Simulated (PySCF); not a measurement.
Unrelated species, one level of theory. Computed, not measured: PySCF 2.14.0, density-fitted response routines, TDDFT PBE0/def2-SVPD, vertical, gas phase, core orbitals frozen in the response. Geometries: GFN2-xTB; one conformer of each isolated species. Triplets are in the Tamm–Dancoff approximation.

Problem. Rank by computed HOMO–LUMO gap, highest first.
A. `ClC[SiH]1CC=CC1`
B. `C#CC1=C[C@@H]1CF`
C. `C#CC(C#C)CF`
D. `C#C[C@@H]1C(=C)[C@H]1F`
E. `C#CC1=CC[C@H]1F`

Solution. C (8.41 eV), A (7.38 eV), D (6.80 eV), E (6.02 eV), B (5.73 eV).

```tsv
SMILES	gap (eV)	S1 (eV)	α (au)	first f ≥ 0.01 (nm)	f (S1)	S1 mainly
C#CC(C#C)CF	8.41	6.60	67.0	162	0.002	H-1→L (63%)
ClC[SiH]1CC=CC1	7.38	6.41	95.0	186	0.004	H→L (86%)
C#C[C@@H]1C(=C)[C@H]1F	6.80	5.48	69.5	184	0.001	H→L (96%)
C#CC1=CC[C@H]1F	6.02	5.20	70.6	226	0.000	H-1→L (97%)
C#CC1=C[C@@H]1CF	5.73	4.76	71.7	245	0.001	H-1→L (96%)
```

H and L stand for HOMO and LUMO.

- `C#CC(C#C)CF`: Löwdin shares by element: HOMO (one of a set within 0.03 eV) carbon 93% or more; LUMO carbon 71% or more (atoms not listed hold the other 29%).
- `ClC[SiH]1CC=CC1`: Löwdin shares by element: HOMO carbon 82% or more (atoms not listed hold the other 18%); LUMO chlorine 36%, carbon 24% or more, silicon 12% (atoms not listed hold the other 28%).
- `C#C[C@@H]1C(=C)[C@H]1F`: Löwdin shares by element: HOMO carbon 83% or more (atoms not listed hold the other 17%); LUMO carbon 71% or more (atoms not listed hold the other 29%).
- `C#CC1=CC[C@H]1F`: Löwdin shares by element: HOMO carbon 82% or more (atoms not listed hold the other 18%); LUMO carbon 81% or more (atoms not listed hold the other 19%).
- `C#CC1=C[C@@H]1CF`: Löwdin shares by element: HOMO carbon 73% or more (atoms not listed hold the other 27%); LUMO carbon 84% or more (atoms not listed hold the other 16%).
